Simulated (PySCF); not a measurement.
C₄H₆BN.
SMILES with atom numbers: `[CH:1]#[C:2]/[CH:3]=[CH:4]/[BH:5][NH2:6]` (hydrogens: H7 on C1; H8 on C3; H9 on C4; H10 on B5; H11, H12 on N6)

Structure used (GFN2-xTB), in Å, numbered top down from 1:
```xyz
12
C4H6BN angstrom
C      3.2807    0.6162   -0.8517
C      2.2835    0.1980   -0.3260
C      1.1101   -0.2868    0.2825
C     -0.1290    0.0650   -0.0905
B     -1.4240   -0.4662    0.5840
N     -2.6509   -0.0085    0.1339
H      4.1547    0.9782   -1.3052
H      1.2638   -0.9832    1.0986
H     -0.2068    0.7683   -0.9157
H     -1.3952   -1.2413    1.4642
H     -2.7501    0.6572   -0.6151
H     -3.5356   -0.2976    0.5150
```

The closed-shell ground state was solved at several levels (PySCF, density fitting, gas phase, non-relativistic).

| level | basis functions | total energy (Eh) | HOMO (eV) | LUMO (eV) | gap (eV) | dipole (D) |
| --- | --- | --- | --- | --- | --- | --- |
| CAM-B3LYP/def2-SVPD | 168 | -235.3017 | -8.23 | -0.39 | 7.84 | 1.82 |
| B3LYP/pcJ-1 | 222 | -235.6239 | -6.73 | -1.58 | 5.15 | 1.99 |

Q: Estimate the row for PBE0/pcSseg-1, a basis of 132 functions; the other rows only guide the guess.

A: Total energy -235.2756 Eh, HOMO -6.98 eV, LUMO -1.43 eV, gap 5.55 eV, dipole 1.97 D.

Q: Over all these levels, which gives the widest orbital gap and which the narrowest?

A: CAM-B3LYP/def2-SVPD (range-separated hybrid) has the widest, 7.84 eV, and B3LYP/pcJ-1 (global hybrid, 20 % exact exchange) the narrowest, 5.15 eV. Functional and basis both differ between the two, so the spread mixes both effects.

Q: How far do the dipole and the HOMO energy spread over the levels?

A: The dipole runs from 1.82 to 1.99 D (mean 1.93 D) and the HOMO from -8.23 to -6.73 eV.

One conformer stands for the species.
